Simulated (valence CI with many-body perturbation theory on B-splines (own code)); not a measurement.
Which ion has this spectrum?

A relativistic CI+MBPT calculation for an atom or ion with 5 electrons gives these levels (eV):

```
  J  Parity       E     g
1/2     odd     0.0  0.61
1/2    even   297.8  2.01
3/2     odd  1863.8  1.29
3/2    even  2074.4  1.61
5/2    even  2116.1  1.30
1/2    even  2195.1  1.27
3/2    even  2196.9  0.97
3/2     odd  2504.7  1.30
5/2    even  3955.9  1.41
1/2    even  4073.7  1.92
3/2    even  4074.2  1.16
3/2     odd  4314.8  1.43
5/2     odd  4337.3  1.16
1/2     odd  4400.1  0.61
```

The energies are calculated, and their last digits are not significant.

Q: Which is it?
A. Os71+
B. Pt73+
C. Re70+
D. Ir72+

A: B. Pt73+, ground level (2s^2 2p1/2) J=1/2.
